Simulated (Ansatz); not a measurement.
Ansatz results at the PBE0-D4/def2-TZVP geometry: HOMO–LUMO gap (ωB97M-V/def2-TZVPP) 8.33 eV; HOMO energy (B3LYP/def2-TZVPP) -6.74 eV; HOMO–LUMO gap (B3LYP/def2-TZVPP) 4.25 eV.

Each molecule was computed in one conformer, which needn't be the lowest.

(1) Which molecule gave them?
A. `C[S][Sn][SH]`
B. `[NH2][Sn][Cl]`
C. `C[O][Sn][O]C`
D. `[F][Sn][F]`

Results:

(1) A. The others give `[F][Sn][F]`: 9.93, -8.58, 5.53; `[NH2][Sn][Cl]`: 9.25, -7.35, 5.04; `C[O][Sn][O]C`: 9.50, -7.21, 5.07.

B3LYP here is the variant with VWN-RPA as its local correlation; programs differ in this.
